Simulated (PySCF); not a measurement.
# `C[C@@H]1[C@@H](C(F)(F)F)P1C`, C5H8F3P

Geometry:
```
atom   x (Å)   y (Å)   z (Å)
  C1  -0.364  -2.332   0.432
  C2   0.078  -0.894   0.331
  C3  -0.829   0.073  -0.398
  C4  -1.186   1.394   0.204
  F5  -0.452   1.727   1.277
  F6  -1.060   2.420  -0.662
  F7  -2.469   1.419   0.614
  P8   0.794  -0.251  -1.256
  C9   1.848   1.145  -0.645
 H10  -1.147  -2.435   1.182
 H11   0.474  -2.964   0.719
 H12  -0.748  -2.683  -0.523
 H13   0.524  -0.511   1.245
 H14  -1.696  -0.363  -0.887
 H15   2.881   0.903  -0.893
 H16   1.577   2.056  -1.177
 H17   1.767   1.307   0.426
```

Level of theory: PySCF 2.14.0, GIAO B3LYP/pcSseg-1 magnetisability, rotational g tensor and spin-rotation constants, non-relativistic, gas phase. Geometry: GFN2-xTB.

Question: Give the nuclear spin-rotation constants along the inertial axes (H = +C I·J) beside the isotropic shieldings.

Answer: Rotational constants 1.8380, 1.1490, 0.8773 GHz. A star marks the isotopologue with that one atom substituted, in its own axes.
| atom | isotope | Caa (kHz) | Cbb (kHz) | Ccc (kHz) | mean (kHz) | σ (ppm) |
| --- | --- | --- | --- | --- | --- | --- |
| F5 | 19F | 3.086 | 1.415 | 0.899 | 1.800 | 242.4 |
| F6 | 19F | 2.694 | 1.220 | 1.326 | 1.747 | 236.5 |
| F7 | 19F | 2.260 | 1.695 | 1.347 | 1.767 | 224.8 |
| P8 | 31P | 2.269 | 1.391 | 0.798 | 1.486 | 508.0 |
| H10 | 1H | -0.140 | -0.020 | -0.087 | -0.082 | 30.1 |
| H11 | 1H | -0.024 | -0.128 | -0.058 | -0.070 | 30.0 |
| H12 | 1H | -0.206 | -0.137 | 0.011 | -0.111 | 31.5 |
| H13 | 1H | -0.200 | -0.127 | 0.019 | -0.103 | 30.1 |
| H14 | 1H | -0.201 | -0.089 | -0.020 | -0.103 | 30.4 |
| H15 | 1H | -0.062 | -0.078 | -0.096 | -0.079 | 30.9 |
| H16 | 1H | -0.098 | -0.076 | -0.076 | -0.084 | 30.7 |
| H17 | 1H | -0.179 | -0.108 | -0.020 | -0.102 | 31.0 |
| C1 | 13C* | 0.283 | 0.165 | 0.143 | 0.197 | 160.4 |
| C2 | 13C* | 0.332 | 0.174 | 0.157 | 0.221 | 149.7 |
| C3 | 13C* | 0.341 | 0.181 | 0.154 | 0.225 | 148.4 |
| C4 | 13C* | 0.587 | 0.378 | 0.294 | 0.420 | 42.7 |
| C9 | 13C* | 0.268 | 0.162 | 0.114 | 0.181 | 170.4 |

For the geometry as given, no vibrational averaging.
